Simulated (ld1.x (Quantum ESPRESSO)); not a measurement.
What the settings do to the TM potential of nickel (Ni)

Base potential:

ld1.x (Quantum ESPRESSO) 7.5 input, shortened:

```
&input
   title='Ni', zed=28., rel=1, dft='PBE', iswitch=3,
   config='[Ar] 3d8 4s2 4p0'
 /
 &inputp
   pseudotype=2, tm=.true., lloc=2,
   nlcc=.false.
 /
3
3S  1  0   2.00   0.00  1.05  1.05  0.0
3P  2  1   6.00   0.00  1.05  1.05  0.0
3D  3  2   8.00   0.00  1.70  1.70  0.0
 &test
   configts(1)='3s2 3p6 3d8 4s2 4p0'
 /
```

Occupied shells without a wave of their own: 4s. They enter only through the test configuration that unscreens the potential.

All-electron outer shells of the reference configuration (PBE, scalar-relativistic, ld1.x):

| shell | level (eV) | outermost node (bohr) | outermost maximum (bohr) |
| --- | --- | --- | --- |
| 2s | -981.83 | 0.07 | 0.21 |
| 2p | -844.68 | – | 0.16 |
| 3s | -111.06 | 0.30 | 0.64 |
| 3p | -71.39 | 0.27 | 0.65 |
| 3d | -8.87 | – | 0.63 |
| 4s | -5.64 | 0.92 | 2.24 |
| 4p | -1.22 | 1.00 | 3.17 |

Cutoffs, loose and tight: the cutoffs (Ry, on a coarse ladder) from which the occupation-weighted sum of valence levels, in a spherical-Bessel basis at the reference potential, stays within 10 and 1 mRy of its value at 400 Ry. They do not see the model core or the augmentation charge, which bear on the density cutoff. Test errors are all-electron minus pseudo excitation energies from the reference, over the configurations 3s2 3p6 3d8 4s1 4p0; 3s2 3p6 3d8 4s0 4p0; 3s2 3p6 3d7 4s0 4p0; 3s2 3p6 3d8 4s1 4p1; 3s2 3p5 3d8 4s2 4p0; 3s2 3p6 3d8 4s1.5 4p0; 3s2 3p6 3d8.5 4s1.5 4p0. A dash means not determined; rows that change the core or the reference have their own tests.

| change | outcome | cutoff, loose | cutoff, tight | bound ghosts | largest test error (meV) |
| --- | --- | --- | --- | --- | --- |
| base | generated | 140 Ry | 180 Ry | none | -1307 |
| wave 3p (bound): rc 1.05 bohr becomes 3p (bound): rc 0.68 bohr | generated | 180 Ry | over 300 Ry | none | -1304 |
| wave 3p (bound): rc 1.05 bohr becomes 3p (bound): rc 0.76 bohr | generated | 180 Ry | over 300 Ry | none | -1305 |
| wave 3p (bound): rc 1.05 bohr becomes 3p (bound): rc 0.90 bohr | generated | 160 Ry | 200 Ry | none | -1306 |
| wave 3p (bound): rc 1.05 bohr becomes 3p (bound): rc 1.04 bohr | generated | 140 Ry | 180 Ry | none | -1307 |
| wave 3p (bound): rc 1.05 bohr becomes 3p (bound): rc 1.12 bohr | generated | 140 Ry | 180 Ry | none | -1307 |
| wave 3p (bound): rc 1.05 bohr becomes 3p (bound): rc 1.26 bohr | generated | 140 Ry | 180 Ry | none | -1308 |
| wave 3p (bound): rc 1.05 bohr becomes 3p (bound): rc 1.36 bohr | generated | 140 Ry | 180 Ry | none | -1308 |
| wave 3p (bound): rc 1.05 bohr becomes 3p (bound): rc 1.50 bohr | generated | 140 Ry | 180 Ry | none | -1311 |
| wave 3p (bound): rc 1.05 bohr becomes 3p (bound): rc 1.58 bohr | generated | 140 Ry | 180 Ry | none | -1313 |

Reading the sweep of the p radius (base included, trends over the rows without a ghost): The loose cutoff falls from 180 Ry at 0.68 to 140 Ry at 1.58 bohr. A larger radius leaves more room for a smooth pseudo-wave, so fewer plane waves are needed; a smaller one forces it to follow the all-electron wave where it bends sharply. The median size of the test errors (rows with all tests solved) stays near 229.3 meV.
